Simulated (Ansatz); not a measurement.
Molecule: SbH₂, net charge -1, singlet state. 
Structure (B3LYP-D3(BJ)/def2-TZVP (Ansatz, a quantum-chemistry and plane-wave program) minimum search):
```
Sb
H 1 1.7359
H 1 1.7359 2 90.69
```
Charge -1, spin multiplicity 1.

Problem. Give the harmonic wavenumbers at B3LYP-D3(BJ)/def2-TZVP (Ansatz, finite differences of forces, unscaled).

Solution. 816, 1805, 1806 cm⁻¹. Zero-point energy 6.3 kcal/mol.

Problem. From these and the geometry, give the ideal-gas thermochemistry at 298.15 K and 1 atm (rigid rotor, harmonic oscillator).

Solution. Point group C2v, rotational symmetry number 2. Rotational constants 171.2, 164.4, 83.87 GHz. S(trans) 40.35, S(rot) 14.20, S(vib) 0.20, S(elec, spin only) 0.00, S 54.8 cal/(mol K). H(298) - H(0) 2.42 kcal/mol; G - E(el) -7.6 kcal/mol.
